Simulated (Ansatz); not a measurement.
One change: `CBO[SiH2][SiH3]` becomes `CBOCC`.

Ansatz, PBE0-D4/def2-TZVP geometries, multiplicity 1. Each molecule was computed in one conformer, which needn't be the lowest.

```csv
property,`CBO[SiH2][SiH3]`
LUMO energy (ωB97M-V/def2-TZVPP) / eV,1.36
LUMO energy (PBE/def2-TZVPP) / eV,-1.24
HOMO energy (PBE0/def2-TZVPP) / eV,-8.01
size of the dipole moment (B3LYP/def2-TZVPP) / D,1.01
LUMO energy (PBE0/def2-TZVPP) / eV,-0.35
"ideal-gas entropy at 298 K and 1 bar (rigid rotor, harmonic PBE0-D4/def2-TZVP) / J/(mol·K)",398
```

Task: What does the change do to each property? (An estimate is asked.)

Result: The calculation gave: 
```csv
property,`CBOCC`,shift
LUMO energy (ωB97M-V/def2-TZVPP) / eV,2.07,0.71
LUMO energy (PBE/def2-TZVPP) / eV,-0.74,0.50
HOMO energy (PBE0/def2-TZVPP) / eV,-8.31,-0.30
size of the dipole moment (B3LYP/def2-TZVPP) / D,1.15,0.14
LUMO energy (PBE0/def2-TZVPP) / eV,0.26,0.61
"ideal-gas entropy at 298 K and 1 bar (rigid rotor, harmonic PBE0-D4/def2-TZVP) / J/(mol·K)",342,-56
```

With PBE0 the HOMO falls by 0.30 eV and the LUMO rises by 0.61 eV, so the gap widens by about 0.91 eV. PBE moves the HOMO by -0.14 eV and ωB97M-V by -0.54 eV. Dipoles are sizes alone; their direction can turn. Modes under 60 cm⁻¹, often nearly free rotors, make the harmonic entropy too high.

B3LYP here is the variant with VWN-RPA as its local correlation; programs differ in this.
